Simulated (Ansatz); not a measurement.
`CN[Si](Cl)(Cl)Cl` → `[CH2]` (triplet) + `N[Si](Cl)(Cl)Cl` at 700 K and 1 bar (formal loss of a carbene).

Calculated with Ansatz (gas phase, PBE0-D4/def2-TZVP geometries, no zero-point term in ΔE). CCSD(T)/CBS is the MP2 limit (def2-TZVPP, def2-QZVPP) plus CCSD(T) − MP2 in def2-TZVPP, frozen cores. This one scheme is used for every species. Triplets are unrestricted, without spin–orbit coupling. Each species was taken in one conformer, which may not be the lowest.

```csv
species,CCSD(T)/CBS energy (Eh),H − E (kJ/mol),S (J/(mol·K))
`CN[Si](Cl)(Cl)Cl`,-1763.76586,244.1,520.2
`[CH2]` (triplet),-39.09499,70.4,226.8
`N[Si](Cl)(Cl)Cl`,-1724.51858,152.8,460.6
```

H − E and S are ideal-gas, rigid-rotor, harmonic terms from PBE0-D4/def2-TZVP, for one conformer and one mirror image of each species, with the whole ground term of open shells counted as degenerate. 1 Eh = 2625.50 kJ/mol, R = 8.31446 J/(mol·K).

By hand: ΔE, ΔH, ΔS and ΔG.

ΔE = (-39.09499) + (-1724.51858) − (-1763.76586) = 0.15229 Eh = 399.8 kJ/mol. Δ(H − E) = 70.4 + 152.8 − 244.1 = -20.9, so ΔH = 378.9 kJ/mol. ΔS = 226.8 + 460.6 − 520.2 = 167.2 J/(mol·K). ΔG = 378.9 − 700 × (167.2)/1000 = 261.9 kJ/mol.

By hand: the equilibrium constant, and the temperature at which ΔG would vanish if ΔH and ΔS stayed fixed.

log₁₀ K = −ΔG/(RT ln 10) = -19.5. ΔG = 0 at ΔH/ΔS = 2266 K.

The number of gas molecules changes by +1, which sets the sign of ΔS. A doubt of 5 kJ/mol in ΔE shifts log₁₀ K by 0.4 here. Other conformers and mirror images would add mixing entropy, several J/(mol·K) or more a flexible species. Modes under 60 cm⁻¹, often nearly free rotors, make the harmonic entropy too high. A triplet takes part, so the spin changes. These are equilibria of isolated gas molecules and say nothing of rates. Largest T1 diagnostic: 0.011 (customary marks: 0.02 for closed shells, 0.045 for open ones).
